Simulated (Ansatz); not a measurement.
Species: H$_{3}$GeOF, charge 0, singlet. H3GeOF (SMILES [OH][GeH2][F]).
B3LYP-D3(BJ)/def2-TZVP minimum from Ansatz (an electronic-structure program):
```
Ge
F 1 1.7501
O 1 1.7713 2 107.65
H 3 0.9628 1 113.87 2 65.94
H 1 1.5266 2 107.83 3 -114.06
H 1 1.5352 5 117.69 3 -126.47
```
Charge 0, spin multiplicity 1.

Hartree-Fock and CCSD correlation energies in hartree (Ansatz). UHF or UKS for unpaired electrons; spin-orbit terms are left out. Cores are frozen in correlated methods (noble-gas shells, and filled d and f shells in the p block). No relativity.

| basis | X | E(HF) | E(corr, CCSD) |
|---|---|---|---|
| cc-pVTZ | 3 | -2251.58695 | -0.63538 |
| cc-pVQZ | 4 | -2251.60797 | -0.68282 |
| cc-pV5Z | 5 | -2251.61231 | withheld |

Task: Fit E(corr) = E∞ + A/X³ to X = 3 and 4, predict X = 5, and compare with the run.

Result: A = (-0.63538 - (-0.68282))/(1/27 - 1/64) = 2.2156; E∞ = -0.68282 - A/64 = -0.71744; at X = 5, E∞ + A/125 = -0.69971. The run gave -0.70000, 0.29 mEh below the prediction. The same form on X = 4 and 5 gives E∞ = -0.71802, 0.59 mEh below the first estimate.
